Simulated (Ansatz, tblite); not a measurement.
Removing an electron: the cluster Cu₂O⁻. The state is a doublet with charge -1. Geometry: r2SCAN-D4/def2-TZVPD. Ansatz, gas phase; energy differences of separate SCF runs; the oxidised species is a singlet (the triplet lies 1.20 eV higher at PBE0-D4/def2-TZVPD).

| atom | x (Å) | y (Å) | z (Å) |
| --- | --- | --- | --- |
| Cu1 | -0.519 | -0.990 | -0.684 |
| Cu2 | 0.926 | 0.264 | 0.888 |
| O3 | -0.407 | 0.726 | -0.204 |

The xTB rows come from tblite. The structure comes from a short search, and lower isomers may exist.

```json
{"level": "GFN1-xTB", "−HOMO (eV)": "–", "vertical IE (eV)": "5.40", "−LUMO (eV)": "–", "HOMO–LUMO gap (eV)": "–", "remarks": "–"}
{"level": "GFN2-xTB", "−HOMO (eV)": "–", "vertical IE (eV)": "4.22", "−LUMO (eV)": "–", "HOMO–LUMO gap (eV)": "–", "remarks": "–"}
{"level": "PBE-D4/def2-TZVPD", "−HOMO (eV)": "-0.94", "vertical IE (eV)": "1.32", "−LUMO (eV)": "-1.45", "HOMO–LUMO gap (eV)": "0.51", "remarks": "HOMO above zero (-1 doublet)"}
{"level": "r2SCAN-D4/def2-TZVPD", "−HOMO (eV)": "-0.71", "vertical IE (eV)": "1.31", "−LUMO (eV)": "-1.33", "HOMO–LUMO gap (eV)": "0.62", "remarks": "HOMO above zero (-1 doublet)"}
{"level": "PBE0-D4/def2-TZVPD", "−HOMO (eV)": "-0.42", "vertical IE (eV)": "1.06", "−LUMO (eV)": "-2.00", "HOMO–LUMO gap (eV)": "1.57", "remarks": "HOMO above zero (-1 doublet)"}
```

  A HOMO above zero means that the electron is unbound at that level or that self-interaction error raises the level; the energy of removing that electron tells which. HOMO and LUMO are the levels of the spin that leaves or enters (xTB has no such levels and no spin-polarisation term). Other spin states of the ions may lie lower, which would lower the ionisation energy or raise the affinity. Raw xTB energy differences between charge states are shifted by several eV; the methods need an empirical correction for them.
